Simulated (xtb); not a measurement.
Input for xtb: GFN-FF on H2O (SMILES O).

```
$ xtb mol.xyz --gfnff --sp --chrg 0 --uhf 0
3

O      0.00000000    -0.00000000     0.38961711
H     -0.00000000     0.76498780    -0.19485856
H     -0.00000000    -0.76498780    -0.19485856
```

Output:

```
[...]
           -------------------------------------------------
          |                Calculation Setup                |
           -------------------------------------------------



          ==================== Thresholds ====================
          CN  :   150.00000
          rep :   500.00000
          disp:  2500.00000
          HB1 :   250.00000
          HB2 :   450.00000

          Pauling EN used:
          Z : 1  EN :  2.20
          Z : 8  EN :  3.44
          electric field strengths (au): 0.000

           -------------------------------------------------
          |           Force Field Initialization            |
           -------------------------------------------------

          distances ...
          ----------------------------------------
          generating topology and atomic info file ...
          pair mat ...
          computing topology distances matrix with Floyd-Warshall algo ...
          making topology EEQ charges ...
          #fragments for EEQ constrain: 1
          ----------------------------------------
          generating topology and atomic info file ...
          pair mat ...
          computing topology distances matrix with Floyd-Warshall algo ...
          making topology EEQ charges ...
          #fragments for EEQ constrain: 1
          rings ...
          # BATM   0
          # H in HB   2

  atom   neighbors  erfCN metchar sp-hybrid imet pi  qest     coordinates
    1  O       2    1.92   0.00         3    0    0  -0.571    0.000000   -0.000000    0.736270
    2  H       1    0.97   0.00         0    0    0   0.285   -0.000000    1.445617   -0.368229
    3  H       1    0.97   0.00         0    0    0   0.285   -0.000000   -1.445617   -0.368229

          #atoms :   3
          #bonds :   2
          #angl  :   1
          #tors  :   0
          #nmol  :   1
          #optfrag :   1
           -------------------------------------------------
          |                   G F N - F F                   |
          |          A general generic force-field          |
          |                  Version 1.0.3                  |
           -------------------------------------------------
          Number of HB bonds (bound hydrogen)     0
          Number of HB bonds (unbound hydrogen)   0
          Number of XB bonds                      0

 E+G (total)                   0 d,  0 h,  0 min,  0.000 sec
 distance/D3 list               ...        0 min,  0.000 sec (  1.456%)
 non bonded repulsion           ...        0 min,  0.000 sec ( 21.414%)
 dCN                            ...        0 min,  0.000 sec ( 11.166%)
 EEQ energy and q               ...        0 min,  0.000 sec ( 12.144%)
 D3                             ...        0 min,  0.000 sec ( 10.838%)
 EEQ gradient                   ...        0 min,  0.000 sec ( 11.638%)
 bonds                          ...        0 min,  0.000 sec (  6.298%)
 bend and torsion               ...        0 min,  0.000 sec (  5.597%)
 bonded ATM                     ...        0 min,  0.000 sec (  0.538%)
 HB/XB (incl list setup)        ...        0 min,  0.000 sec ( 10.543%)

         :::::::::::::::::::::::::::::::::::::::::::::::::::::
         ::                     SUMMARY                     ::
         :::::::::::::::::::::::::::::::::::::::::::::::::::::
         :: total energy              -0.327521315535 Eh    ::
         :: gradient norm              0.012920639552 Eh/a0 ::
         ::.................................................::
         :: bond energy               -0.269380346166 Eh    ::
         :: angle energy               0.000615936061 Eh    ::
         :: torsion energy             0.000000000000 Eh    ::
Note: The following floating-point exceptions are signalling: IEEE_UNDERFLOW_FLAG IEEE_DENORMAL
normal termination of xtb
         :: repulsion energy           0.029870460389 Eh    ::
         :: electrostat energy        -0.088488034508 Eh    ::
         :: dispersion energy         -0.000139331312 Eh    ::
         :: HB energy                  0.000000000000 Eh    ::
         :: XB energy                  0.000000000000 Eh    ::
         :: bonded atm energy          0.000000000000 Eh    ::
         :: external energy            0.000000000000 Eh    ::
         :: add. restraining           0.000000000000 Eh    ::
         :: total charge              -0.000000000000 e     ::
         :::::::::::::::::::::::::::::::::::::::::::::::::::::

           -------------------------------------------------
          |                Property Printout                |
           -------------------------------------------------

molecular dipole:
                 x           y           z       tot (Debye)
 q only:        0.000      -0.000      -0.685       1.742

           -------------------------------------------------
          | TOTAL ENERGY               -0.327521315535 Eh   |
          | GRADIENT NORM               0.012920639552 Eh/α |
           -------------------------------------------------
########################################################################
[WARNING] Runtime exception occurred
-1- gfnff_setup: Could not read topology file.
########################################################################

------------------------------------------------------------------------
------------------------------------------------------------------------
 total:
 SCF:
```

The run finished.

Cost: around 0.04 core-seconds (rough).
